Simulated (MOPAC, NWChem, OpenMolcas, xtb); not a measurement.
**AlBrCl (SMILES [Cl][Al][Br]): methods side by side**

AlBrCl: 3 atoms, total charge 0, spin state doublet. As SMILES, `[Cl][Al][Br]`. The coordinates come from a PBE0-D4/def2-TZVP relaxation.

```xyz
3

Cl    0.4399    1.7611    0.4239
Al   -0.6481    0.1313   -0.3377
Br    0.1971   -1.9572   -0.0994
```

Each level gives the dipole moment (D). The values are calculated.

```tsv
level	kind	program	value (D)	CPU time
AM1	semi-empirical	MOPAC	1.54	under 2 s
PM7	semi-empirical	MOPAC	0.72	under 2 s
GFN0-xTB	semi-empirical	xtb	3.32	under 2 s
GFN1-xTB	semi-empirical	xtb	3.64	under 2 s
UHF/STO-3G	Hartree–Fock	OpenMolcas	3.97	2.3 s
UHF/3-21G	Hartree–Fock	OpenMolcas	2.75	2.6 s
UHF/def2-SVP	Hartree–Fock	OpenMolcas	1.91	5.1 s
USVWN5/def2-TZVP	LDA	NWChem	1.32	39 s
USVWN5/def2-TZVPP	LDA	NWChem	1.32	43 s
UB3LYP/6-31G* (spherical functions)	global hybrid	OpenMolcas	1.61	15 s
```

All-electron rows without a relativistic Hamiltonian named are non-relativistic. The values span 0.72 to 3.97 D. Magnitudes only. Sets without polarisation functions give poor dipoles. Without the sets that lack polarisation functions the rows with a basis span only 1.32 to 1.91 D. CPU times are rough (shared hosts, several kinds of processor and program).
